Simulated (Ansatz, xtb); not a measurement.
Pulling on the N6–H7 bond in CH5GeN (SMILES [CH3][Ge][NH2]) (multiplicity 1 held, fragments rigid). Energies count from the point at 1.010 Å.
Geometry at that point (charge 0, multiplicity 1):
```xyz
8

Ge    -0.217    -0.010     0.445
C      0.730     1.396    -0.651
H      0.391     2.397    -0.381
H      0.594     1.250    -1.725
H      1.801     1.341    -0.430
N     -0.036    -1.355    -0.786
H      0.403    -1.265    -1.691
H     -0.370    -2.290    -0.613
```

R- and RO- levels are restricted; in cc, def2 and unpolarised 6-31G sets they are followed outwards from rest. Curves can end on different states.

Correlated levels freeze the cores. Filled d and f shells under p-block atoms count as core.

Codes used: Ansatz (an electronic-structure program); xtb for the GFN methods. Values without a source in brackets are computed. The GFN methods have no spin term and hold the electronic entropy of 300 K.

Question: One of these levels gives 473.3 kJ/mol for the energy at R = 3.233 Å. Which?
A. R-MP2/cc-pVDZ
B. R-HF/cc-pVDZ
C. GFN2-xTB

Answer: C, GFN2-xTB. The others give 819.6 (R-HF/cc-pVDZ), 561.1 (R-MP2/cc-pVDZ)

Doubts at one or more of the structures used: a restricted determinant that unrestricted orbitals would lower (R-HF/cc-pVDZ, R-MP2/cc-pVDZ).
